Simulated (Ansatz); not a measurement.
System: BH2SeCl, charge 0, singlet. BH2SeCl (SMILES ClB[SeH]).
B3LYP-D3(BJ)/def2-TZVP minimum from Ansatz (a program for electronic structure):
```
B
H 1 1.1840
Cl 1 1.7492 2 119.29
Se 1 1.9221 2 116.76 3 -180.00
H 4 1.4728 1 96.75 2 -180.00
```
Charge 0, spin multiplicity 1.

Total energies in def2-TZVPP, 18 correlated electrons, 20 frozen orbitals. UHF or UKS for unpaired electrons; spin-orbit terms are left out. Correlated methods leave the cores frozen (noble-gas shells, and filled d and f shells in the p block). No relativity.

```json
[
 {"method": "HF", "program": "Ansatz", "energy (Eh)": "-2885.27163", "minus CCSDT(Q) (mEh)": "510.38"},
 {"method": "MP2", "program": "Ansatz", "energy (Eh)": "-2885.71821", "minus CCSDT(Q) (mEh)": "63.80"},
 {"method": "CCSD", "program": "Ansatz", "energy (Eh)": "-2885.75790", "minus CCSDT(Q) (mEh)": "24.11"},
 {"method": "CCSD(T)", "program": "Ansatz", "energy (Eh)": "-2885.77972", "minus CCSDT(Q) (mEh)": "2.30"},
 {"method": "CCSDT(Q)", "program": "Ansatz", "energy (Eh)": "-2885.78202", "minus CCSDT(Q) (mEh)": "0.00"}
]
```

Rough core times of Ansatz's runs on a shared machine: CCSD(T) 20 s, CCSDT(Q) 60 min.
